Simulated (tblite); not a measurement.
A tight-binding relaxation on `O=C[C@@H](O[SiH2]O)[Se][SiH3]`.

Computed with GFN2-xTB geometry optimisation, gas phase (tblite 0.8.0). Start geometry: from a force field or distance geometry. A driver script takes a list of jobs; this job's settings line and coordinates (Å) are shown.

Command:
```bash
OMP_NUM_THREADS=1 python probes_run.py task.json out
```

Input:
```
{"job": {"kind": "relax", "xc": "GFN2-xTB", "basis": "xTB"}, "charge": 0, "multiplicity": 1}
O     -0.761300     3.108800     0.231400
C     -0.867800     2.023500     0.759300
C     -0.040300     0.852200     0.283000
O     -0.273300     0.656900    -1.108700
Si    -1.630900    -0.405900    -1.342500
O     -1.107300    -2.038200    -1.321700
Se     1.842000     1.260700     0.546900
Si     2.489200    -0.856000    -0.019500
H     -1.542400     1.884500     1.601900
H     -0.276600    -0.040500     0.911800
H     -2.655100    -0.194200    -0.313700
H     -2.229000    -0.119100    -2.660900
H     -0.807800    -2.186900    -0.377400
H      3.949300    -0.976700     0.076800
H      2.059800    -1.134400    -1.402500
H      1.843900    -1.826000     0.895800
```

Output:
```
step      E/eV     max force
  0    -741.90221    2.991
  1    -742.15897    2.263
  2    -742.29568    1.494
  3    -742.34942    0.938
  4    -742.37389    0.422
  5    -742.39219    0.436
  6    -742.40943    0.587
  7    -742.43272    0.486
  8    -742.44933    0.370
  9    -742.46316    0.362
... (111 lines left out)
121    -743.24282    0.044
122    -743.24307    0.040
123    -743.24325    0.028
124    -743.24338    0.030
125    -743.24350    0.029
126    -743.24369    0.045
127    -743.24391    0.048
128    -743.24408    0.029
129    -743.24414    0.012
130    -743.24415    0.008
```

«max force» is the largest atomic force in eV/Å.

Problem. From which step on does the largest force stay under 0.1 eV/Å, and how much energy is left to gain from there?

Solution. From step 101 (0.086 eV/Å), 8.0 meV above the end.

Summary of the converged run: energy lowered by 30.9 kcal/mol over 130 steps; largest atomic force 0.008 eV/Å at the end.

Hardware: one thread of an Intel Xeon at 2.50 GHz, shared host with 64 logical CPUs at a one-minute load of 18. Cost: 4.3 s wall, 3.8 s CPU.
Labels such as C1 count atoms from 1, the log's own numbers from 0.
